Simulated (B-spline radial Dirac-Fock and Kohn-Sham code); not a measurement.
**Yb¹⁵⁺: eigenvalues, ΔSCF and the reference**

System: the Yb¹⁵⁺ ion, configuration [Kr] 4d10 4f9.

The density-functional columns are spherical, spin-unpolarised Dirac-Kohn-Sham results without Breit or QED terms: −ε is minus the orbital energy of the initial state and ΔSCF the difference of two total energies. The reference in the last column comes from Dirac-Fock ΔSCF + Breit + QED. All numbers are from an atomic code on a B-spline grid, in eV; a selection of levels is shown. For the 1s level of heavy atoms much of the gap between ΔSCF and the reference is the Breit and QED part, -290.0 eV here; for other levels the error of the functional can be larger.

```tsv
level	LDA −ε	LDA ΔSCF	Dirac-Fock
K (1s)	61436.2	61960.2	61682.6
L1 (2s)	10683.7	10786.7	10846.4
L2 (2p1/2)	10211.3	10340.7	10330.6
L3 (2p3/2)	9165.3	9279.7	9295.4
M1 (3s)	2667.5	2704.0	2754.3
M2 (3p1/2)	2458.2	2496.6	2528.6
M3 (3p3/2)	2236.0	2272.1	2305.7
M4 (3d3/2)	1877.7	1919.2	1926.8
M5 (3d5/2)	1829.2	1869.7	1879.2
N1 (4s)	784.9	804.8	830.0
N2 (4p1/2)	699.6	719.3	737.3
N3 (4p3/2)	647.3	666.3	685.0
N4 (4d3/2)	505.8	524.4	530.9
N5 (4d5/2)	495.9	514.3	521.1
N6,7 (4f)	317.8	335.4	332.5
```

Values without a named source are computed, but for edge energies of neutral atoms, which are taken from tables.
